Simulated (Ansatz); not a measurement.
`[CH3][GaH][Se]C` and `C[O][GaH][CH3]` differ in one element.

Ansatz, PBE0-D4/def2-TZVP geometries, multiplicity 1. Each molecule was computed in one conformer, which needn't be the lowest.

Scalar relativity is left out up to krypton.

```tsv
property	`[CH3][GaH][Se]C`
HOMO energy (PBE/def2-TZVPP) / eV	-5.58
LUMO energy (ωB97M-V/def2-TZVPP) / eV	0.61
size of the dipole moment (ωB97M-V/def2-TZVPP) / D	2.05
ideal-gas entropy at 298 K and 1 bar (rigid rotor, harmonic PBE0-D4/def2-TZVP) / J/(mol·K)	396
LUMO energy (PBE/def2-TZVPP) / eV	-1.80
HOMO energy (B3LYP/def2-TZVPP) / eV	-6.43
```

**Question.** What does the change do to each property? (An estimate is asked.)

**Answer.** The calculation gave: 
| property | `C[O][GaH][CH3]` | shift |
| --- | --- | --- |
| HOMO energy (PBE/def2-TZVPP) / eV | -6.19 | -0.61 |
| LUMO energy (ωB97M-V/def2-TZVPP) / eV | 0.90 | 0.29 |
| size of the dipole moment (ωB97M-V/def2-TZVPP) / D | 1.82 | -0.23 |
| ideal-gas entropy at 298 K and 1 bar (rigid rotor, harmonic PBE0-D4/def2-TZVP) / J/(mol·K) | 355 | -41 |
| LUMO energy (PBE/def2-TZVPP) / eV | -1.54 | 0.26 |
| HOMO energy (B3LYP/def2-TZVPP) / eV | -7.42 | -0.99 |

With PBE0 the HOMO falls by 1.00 eV and the LUMO rises by 0.29 eV, so the gap widens by about 1.29 eV. PBE moves the HOMO by -0.61 eV and ωB97M-V by -1.26 eV. Dipoles are sizes alone; their direction can turn. Modes under 60 cm⁻¹, often nearly free rotors, make the harmonic entropy too high.

B3LYP here is the variant with VWN-RPA as its local correlation; programs differ in this.

Spin–orbit coupling is left out; it splits and shifts lone-pair levels of the heavy atoms by tenths of an eV.
